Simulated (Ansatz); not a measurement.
ClFGeHS (`[F][Ge]([SH])[Cl]`) radical, one more setting.

```yaml
crystal:
  periodic: [false, false, false]
  atoms:
    - {symbol: F, position_ang: [-1.117728, -0.858743, 1.560347]}
    - {symbol: Ge, position_ang: [0.026092, -0.740805, 0.259567]}
    - {symbol: S, position_ang: [0.799721, 1.339534, 0.436747]}
    - {symbol: Cl, position_ang: [-1.100216, -1.056614, -1.557063]}
    - {symbol: H, position_ang: [1.442031, 1.242928, -0.741000]}
basis:
  gaussian: {orbitals: ANO-RCC-VTZP}
magnetization: {spin_polarized: true, initial_magnetization: 1}
hamiltonian: {xc: {name: wB97X}}
accuracy: high
output: {forces: true}
```

```sh
$ ansatz run in.yaml --threads 2 --pin off --events-out ev --progress --plain --max-ram 22528MiB --backend cpu
```

Shortened log:

```
Functional definition: wB97X
2801 factors; integrals over basis functions are off by at most 4.3e-9 eV
509 factors; integrals over basis functions are off by at most 1.2e-9 eV
mean field evaluation 1: about -83276.3385 eV, gradient 2.9e1 eV
mean field evaluation 2: about -83274.9811 eV, gradient 4.1e1 eV
mean field evaluation 4: about -83279.4151 eV, gradient 1.1e0 eV
mean field evaluation 8: about -83279.5098 eV, gradient 9.9e-2 eV
mean field evaluation 16: about -83279.5100 eV, gradient 4.3e-4 eV
mean field evaluation 32: about -83279.5100 eV, gradient 2.3e-7 eV
mean field -83279.50998831 eV, -3060.4655431911 hartree, gradient 5.0e-8 eV, S^2 0.758317; 0 other end points of the search recorded, 0 dependent functions left out
reference -83279.50998389 eV, -3060.4655430288 hartree; 38, 37 occupied and 117, 118 virtual orbitals, 2801 factors
Total energy: -83279.50998389 eV, -3060.4655430288 hartree
Relativity: scalar
Atom 0 at    -1.117728    -0.858743     1.560347 Å, force    -0.084513    -0.014856     0.073961 eV/Å
Atom 1 at     0.026092    -0.740805     0.259567 Å, force     0.098044     0.054437    -0.074702 eV/Å
Atom 2 at     0.799721     1.339534     0.436747 Å, force     0.047254    -0.053253    -0.112606 eV/Å
Atom 3 at    -1.100216    -1.056614    -1.557063 Å, force    -0.007776    -0.004099     0.009116 eV/Å
Atom 4 at     1.442031     1.242928    -0.741000 Å, force    -0.053009     0.017770     0.104232 eV/Å
Dipole moment:     0.487617     0.068771    -0.183342 e Å
```

Hardware: 2 threads of an AMD EPYC 7R13 on a shared host. Wall time 3.8 min, peak host memory 1.8 GiB.
